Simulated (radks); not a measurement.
The chromium ion Cr2+, configuration [Ar] 3d4.

All-electron calculation, scalar-relativistic Kohn-Sham, LDA (Slater exchange, Perdew-Wang correlation), spin-unpolarised, spherical densities, finite nucleus; Fermi nuclear charge, rms radius 3.6452 fm. Program: a radial shooting solver on a logarithmic mesh with Libxc functionals.

Energy parts (hartree):
total: -1047.61577
kinetic: 1057.72195
electron-nucleus: -2485.27990
Hartree: 425.92062
exchange-correlation: -45.97844

Orbitals (lengths in bohr, moments of r in powers of bohr; <r^-3> diverges for s and p1/2):
orbital  occ.  eigenvalue (hartree)       <r^4>  <r^-3>      <r>
1s          2             -216.3833  0.00007641       -  0.06367
2s          2             -25.24780     0.01825       -   0.2939
2p          6             -21.38225     0.01423   361.2   0.2602
3s          2              -3.48343       1.418       -   0.8994
3p          6              -2.44173       2.048   43.93   0.9572
3d          4              -0.85052       8.931   3.461    1.225

The highest occupied level is 3d at -23.144 eV. The electron density at the nucleus is 1.144e+04 e/bohr^3 (large components only). Summed over all electrons, <r^2> = 16.79 bohr^2, which gives a Langevin (diamagnetic) susceptibility term of -13.3 x 10^-6 cm^3/mol.
